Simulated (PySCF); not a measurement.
Members of one family of related compounds. Computed with TDDFT CAM-B3LYP/def2-SVPD, vertical, gas phase, core orbitals frozen in the response in PySCF. Geometries: PBE0-D3(BJ)/def2-SVP; one conformer of each isolated species. Triplets are in the Tamm–Dancoff approximation. 'Strongest' means the level of largest summed f among the lowest 10 singlets; it needn't be the same kind of state in each.

Question: Rank by computed lowest singlet excitation energy, highest first.
A. `CCO[C@H]1C=CC[SiH2]1`
B. `C1=C[C@H](c2cccs2)[SiH2]C1`
C. `N#CC[C@@H]1C=CC[SiH2]1`
D. `C1=C[C@H](c2ccco2)[SiH2]C1`

Answer: C (6.82 eV), A (6.26 eV), D (5.82 eV), B (5.34 eV).

| SMILES | S1 (eV) | gap (eV) | α (au) | strongest (eV) | HOMO (eV) | f (strongest) | S1 mainly |
| --- | --- | --- | --- | --- | --- | --- | --- |
| N#CC[C@@H]1C=CC[SiH2]1 | 6.82 | 9.65 | 96.9 | 6.96 | -8.87 | 0.21 | H→L+1 (57%) |
| CCO[C@H]1C=CC[SiH2]1 | 6.26 | 9.46 | 101.7 | 7.09 | -8.22 | 0.09 | H→L+1 (80%) |
| C1=C[C@H](c2ccco2)[SiH2]C1 | 5.82 | 8.51 | 117.6 | 5.82 | -7.37 | 0.33 | H→L (46%) |
| C1=C[C@H](c2cccs2)[SiH2]C1 | 5.34 | 8.17 | 133.0 | 5.34 | -7.53 | 0.22 | H→L (94%) |

H and L stand for HOMO and LUMO.

Mean S1 by what the SMILES shows (count): a double or triple bond but no aromatic ring 6.54 eV (2); an aromatic ring 5.58 eV (2).
